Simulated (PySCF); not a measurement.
# What a mistake does to a calculation on B2CH6Si

These are calculations, not measurements. They come from PySCF 2.14.0, an open-source quantum chemistry program, on an isolated molecule that a program drew, which may never have been made. The molecule is B2CH6Si (charge 0, singlet), drawn as the SMILES string `BC(B)[SiH]`.

Each row is a Hartree-Fock (HF) and frozen-core CCSD(T) single point in the cc-pV(D+d)Z basis, meant for a local HF minimum. Run 1 is clean. Each other run has one planted mistake out of seven kinds, and not every kind appears here: one electron removed, one electron added, multiplicity raised by two, geometry at a saddle point, minimal basis STO-3G, one bond length entered in bohr, all coordinates scaled. The reference is restricted for singlets and unrestricted otherwise, and also for a bond in bohr. Adding or removing an electron swaps singlet and doublet. Electrons count all cores. HOMO and LUMO are orbital energies over both spins, the gradient is its largest component, and the lowest frequency (negative if imaginary) is given only where the gradient is small. Bond lengths are over the 9 bonds as drawn. T1 is the CCSD diagnostic: over 0.02 (restricted) or 0.045 (unrestricted) a single reference is doubtful.

Geometry of the clean run:
```xyz
10
B2CH6Si, angstrom
B    -1.5726    0.3355   -0.1760
C    -0.2895   -0.3725   -0.7221
B    -0.4318   -1.8861   -0.3554
Si   -0.3440   -0.2458   -2.6452
H    -1.4677    1.3258    0.4959
H    -2.6682   -0.0897   -0.4144
H     0.6432    0.0794   -0.3846
H    -1.4394   -2.4922   -0.5900
H     0.4823   -2.4609    0.1711
H    -1.6745   -0.9344   -2.8619
```

```
run,electrons,basis functions,<S^2>,HOMO (eV),LUMO (eV),gradient (hartree/bohr),lowest frequency (cm^-1),mean bond (Å),longest bond (Å),T1,HF (hartree),CCSD(T) (hartree),mistake
1,36,95,0.000,-8.94,0.30,2.4e-05,93,1.3845,1.928,0.0173,-379.58618,-380.05695,no fault
2,35,95,0.760,-17.15,-6.91,5.1e-02,-,1.3845,1.928,0.0199,-379.29673,-379.73204,one electron removed
3,36,95,1.212,-8.92,0.09,3.4e-02,-,1.5391,2.955,0.0608,-379.45699,-379.89897,?
4,36,95,2.006,-8.03,-0.09,2.9e-02,-,1.3845,1.928,0.0179,-379.55851,-380.00406,?
```

**Which mistake was planted in run 3, and what did it cost?**

The mean bond changes by a factor of 1.112 and the longest by 1.533, so the molecule wasn't scaled as a whole. A length L in bohr read as angstrom grows by (1/0.5292 - 1) L = 0.890 L. The 9 bonds together grew by 9 x 0.1546 = 1.391 Å, which gives L = 1.564 Å. That is the length of one of the B-C bonds, 1.564 Å in the clean geometry. So the mistake is: one bond length entered in bohr. Subtracting run 1 and multiplying by 627.51 kcal/mol a hartree, the energy moved by 81.1 kcal/mol in HF and 99.1 kcal/mol in CCSD(T).

**Which mistake was planted in run 4, and what did it cost?**

Electrons, basis and geometry are unchanged, and <S^2> is 2.006, beside S(S+1) = 2.00 for a multiplicity of 3. So the mistake is: multiplicity raised by two. Subtracting run 1 and multiplying by 627.51 kcal/mol a hartree, the energy moved by 17.4 kcal/mol in HF and 33.2 kcal/mol in CCSD(T).

Cautions from the logs. Run 3: T1 is over the limit, so its CCSD(T) energy is less reliable.
